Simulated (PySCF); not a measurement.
## Shifts of the heteroatoms

Structure with atom numbers: `[F:1][c:2]1[n:3][c:4]([F:5])[c:6]([F:7])[c:8]([F:9])[c:10]1[F:11]`.

All values are calculated (PySCF 2.14): coordinates at the GFN2-xTB level, shielding tensors at PBE0/pcSseg-1 (GIAO). A single conformation, averaged over atoms made equivalent by symmetry, fast rotation or ring inversion, in vacuum, no relativistic terms.

(1) Where does 19F resonate?

(2) What are the 15N shifts?

Answers

(1) 
```
 atoms    environment  σ (ppm)  δ (ppm)
 F1/F5  aryl fluorine    259.5    -88.1
    F9  aryl fluorine    313.9   -137.3
F7/F11  aryl fluorine    345.6   -165.9
```

Shieldings were converted by a linear fit to measured shifts: 19F (scatter 6.0 ppm rms, 7.0 ppm with the 5 outliers that the fit left out vs CFCl3, solution or neat liquid, with a term for F on sp3 carbon). Occasional misses reach two or three times the rms, and more in compound classes unlike the fitted ones.

On a 300 MHz spectrometer 19F resonates near 282.3 MHz, so 1 ppm is 282.3 Hz.

(2) 
| atoms | environment | σ (ppm) | δ (ppm) |
| --- | --- | --- | --- |
| N3 | pyridine-type ring nitrogen | -7.5 | -141.2 |

Shieldings were converted by a linear fit to measured shifts: 15N: δ = -148.07 − 0.921σ (rms 6.3 ppm, 71 shifts vs CH3NO2, solution or neat liquid). A few per cent of atoms miss by over 2 rms, more outside the fitted compound classes.

On a 600 MHz spectrometer 15N resonates near 60.8 MHz, so 1 ppm is 60.8 Hz.
